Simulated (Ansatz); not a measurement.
Ansatz (a quantum-chemistry and plane-wave program) input (B3LYP/6-31G* with LANL2DZ past Ar): The .json file joins the Basis Set Exchange's 6-31G* for atoms up to Ar and LANL2DZ past it.

Ansatz 0.2 input:
```yaml
crystal:
  periodic: [false, false, false]
  atoms:
    - {symbol: Mg, position_ang: [-0.00000000, -0.00000000, -2.14386120]}
    - {symbol: I, position_ang: [0.00000000, 0.00000000, 0.48540254]}
basis:
  gaussian:
    orbitals: 6-31Gs+LANL2DZ.json
hamiltonian:
  xc: {name: B3LYP}
magnetization: {spin_polarized: true, initial_magnetization: 1}
phonons: {temperatures: {t_min: 298.15, t_max: 298.15, t_step: 100}}
```

Output:

```
Functional definition: B3LYP
integrals: 0.01 GiB planned
292 factors; integrals over basis functions are off by at most 3.0e-4 eV
mean field: 0.09 GiB planned
mean field evaluation 1: about -5754.8771 eV, gradient 7.5e0 eV
mean field evaluation 2: about -5754.5270 eV, gradient 9.8e0 eV
mean field evaluation 4: about -5755.6335 eV, gradient 8.3e-2 eV
mean field evaluation 8: about -5755.6394 eV, gradient 4.0e-3 eV
mean field -5755.63941650 eV, -211.5158472440 hartree, gradient 2.3e-5 eV, S^2 0.751182; 0 other end points of the search recorded, 0 dependent functions left out
the calculation of the forces begins
reference -5755.63959760 eV, -211.5158538991 hartree; 10, 9 occupied and 17, 18 virtual orbitals, 292 factors
these checks for a lower state are left out or cut short: stability, starts, cluster_reference, orbital_swaps, neighbouring_geometries, increment
integrals: 0.01 GiB planned
292 factors; integrals over basis functions are off by at most 3.0e-4 eV
mean field: 0.09 GiB planned
mean field evaluation 16: about -5755.6394 eV, gradient 1.3e-2 eV
mean field -5755.63941650 eV, -211.5158472440 hartree, gradient 2.0e-6 eV, S^2 0.751182; 0 other end points of the search recorded, 0 dependent functions left out
the calculation of the forces begins
reference -5755.63959760 eV, -211.5158538991 hartree; 10, 9 occupied and 17, 18 virtual orbitals, 292 factors
these checks for a lower state are left out or cut short: stability, starts, cluster_reference, orbital_swaps, neighbouring_geometries, increment
integrals: 0.01 GiB planned
292 factors; integrals over basis functions are off by at most 3.0e-4 eV
mean field: 0.09 GiB planned
mean field -5755.63941650 eV, -211.5158472440 hartree, gradient 2.0e-6 eV, S^2 0.751182; 0 other end points of the search recorded, 0 dependent functions left out
the calculation of the forces begins
reference -5755.63959760 eV, -211.5158538991 hartree; 10, 9 occupied and 17, 18 virtual orbitals, 292 factors
these checks for a lower state are left out or cut short: stability, starts, cluster_reference, orbital_swaps, neighbouring_geometries, increment
integrals: 0.01 GiB planned
292 factors; integrals over basis functions are off by at most 3.0e-4 eV
mean field: 0.09 GiB planned
mean field evaluation 32: about -5755.6394 eV, gradient 1.2e-5 eV
mean field -5755.63941650 eV, -211.5158472440 hartree, gradient 2.0e-6 eV, S^2 0.751182; 0 other end points of the search recorded, 0 dependent functions left out
the calculation of the forces begins
reference -5755.63959760 eV, -211.5158538991 hartree; 10, 9 occupied and 17, 18 virtual orbitals, 292 factors
these checks for a lower state are left out or cut short: stability, starts, cluster_reference, orbital_swaps, neighbouring_geometries, increment
integrals: 0.01 GiB planned
292 factors; integrals over basis functions are off by at most 3.0e-4 eV
mean field: 0.09 GiB planned
mean field -5755.63941650 eV, -211.5158472440 hartree, gradient 2.0e-6 eV, S^2 0.751182; 0 other end points of the search recorded, 0 dependent functions left out
the calculation of the forces begins
reference -5755.63959760 eV, -211.5158538991 hartree; 10, 9 occupied and 17, 18 virtual orbitals, 292 factors
these checks for a lower state are left out or cut short: stability, starts, cluster_reference, orbital_swaps, neighbouring_geometries, increment
integrals: 0.01 GiB planned
292 factors; integrals over basis functions are off by at most 2.9e-4 eV
mean field: 0.09 GiB planned
mean field -5755.63939618 eV, -211.5158464970 hartree, gradient 2.2e-6 eV, S^2 0.751176; 0 other end points of the search recorded, 0 dependent functions left out
the calculation of the forces begins
reference -5755.63957724 eV, -211.5158531510 hartree; 10, 9 occupied and 17, 18 virtual orbitals, 292 factors
these checks for a lower state are left out or cut short: stability, starts, cluster_reference, orbital_swaps, neighbouring_geometries, increment
integrals: 0.01 GiB planned
292 factors; integrals over basis functions are off by at most 3.0e-4 eV
mean field: 0.09 GiB planned
mean field -5755.63939582 eV, -211.5158464839 hartree, gradient 7.7e-7 eV, S^2 0.751189; 0 other end points of the search recorded, 0 dependent functions left out
the calculation of the forces begins
reference -5755.63957695 eV, -211.5158531402 hartree; 10, 9 occupied and 17, 18 virtual orbitals, 292 factors
these checks for a lower state are left out or cut short: stability, starts, cluster_reference, orbital_swaps, neighbouring_geometries, increment
integrals: 0.01 GiB planned
292 factors; integrals over basis functions are off by at most 3.0e-4 eV
mean field: 0.09 GiB planned
mean field -5755.63941650 eV, -211.5158472440 hartree, gradient 2.0e-6 eV, S^2 0.751182; 0 other end points of the search recorded, 0 dependent functions left out
the calculation of the forces begins
reference -5755.63959760 eV, -211.5158538991 hartree; 10, 9 occupied and 17, 18 virtual orbitals, 292 factors
these checks for a lower state are left out or cut short: stability, starts, cluster_reference, orbital_swaps, neighbouring_geometries, increment
integrals: 0.01 GiB planned
292 factors; integrals over basis functions are off by at most 3.0e-4 eV
mean field: 0.09 GiB planned
mean field evaluation 64: about -5755.6337 eV, gradient 3.4e-2 eV
mean field -5755.63941650 eV, -211.5158472440 hartree, gradient 2.0e-6 eV, S^2 0.751182; 0 other end points of the search recorded, 0 dependent functions left out
the calculation of the forces begins
reference -5755.63959760 eV, -211.5158538991 hartree; 10, 9 occupied and 17, 18 virtual orbitals, 292 factors
these checks for a lower state are left out or cut short: stability, starts, cluster_reference, orbital_swaps, neighbouring_geometries, increment
integrals: 0.01 GiB planned
292 factors; integrals over basis functions are off by at most 3.0e-4 eV
mean field: 0.09 GiB planned
mean field -5755.63941650 eV, -211.5158472440 hartree, gradient 2.0e-6 eV, S^2 0.751182; 0 other end points of the search recorded, 0 dependent functions left out
the calculation of the forces begins
reference -5755.63959760 eV, -211.5158538991 hartree; 10, 9 occupied and 17, 18 virtual orbitals, 292 factors
these checks for a lower state are left out or cut short: stability, starts, cluster_reference, orbital_swaps, neighbouring_geometries, increment
integrals: 0.01 GiB planned
292 factors; integrals over basis functions are off by at most 3.0e-4 eV
mean field: 0.09 GiB planned
mean field -5755.63941650 eV, -211.5158472440 hartree, gradient 2.0e-6 eV, S^2 0.751182; 0 other end points of the search recorded, 0 dependent functions left out
the calculation of the forces begins
reference -5755.63959760 eV, -211.5158538991 hartree; 10, 9 occupied and 17, 18 virtual orbitals, 292 factors
these checks for a lower state are left out or cut short: stability, starts, cluster_reference, orbital_swaps, neighbouring_geometries, increment
integrals: 0.01 GiB planned
292 factors; integrals over basis functions are off by at most 3.0e-4 eV
mean field: 0.09 GiB planned
mean field -5755.63939582 eV, -211.5158464839 hartree, gradient 7.7e-7 eV, S^2 0.751189; 0 other end points of the search recorded, 0 dependent functions left out
the calculation of the forces begins
reference -5755.63957695 eV, -211.5158531402 hartree; 10, 9 occupied and 17, 18 virtual orbitals, 292 factors
these checks for a lower state are left out or cut short: stability, starts, cluster_reference, orbital_swaps, neighbouring_geometries, increment
integrals: 0.01 GiB planned
292 factors; integrals over basis functions are off by at most 2.9e-4 eV
mean field: 0.09 GiB planned
mean field evaluation 96: about -5755.6394 eV, gradient 2.1e-6 eV
mean field -5755.63939618 eV, -211.5158464970 hartree, gradient 2.2e-6 eV, S^2 0.751176; 0 other end points of the search recorded, 0 dependent functions left out
the calculation of the forces begins
reference -5755.63957724 eV, -211.5158531510 hartree; 10, 9 occupied and 17, 18 virtual orbitals, 292 factors
Total energy: -5755.63959760 eV, -211.5158538991 hartree
Atom 0 at    -0.000000    -0.000000    -2.143861 Å, force    -0.000000    -0.000000     0.000097 eV/Å
Atom 1 at     0.000000     0.000000     0.485403 Å, force     0.000000     0.000000    -0.000097 eV/Å
Dipole moment:    -0.000000     0.000000    -0.756478 e Å
Vibrations: 295.76 cm⁻¹, zero-point energy 0.018335 eV
```

The blocks after the first are displaced geometries, from whose forces the wavenumbers follow.
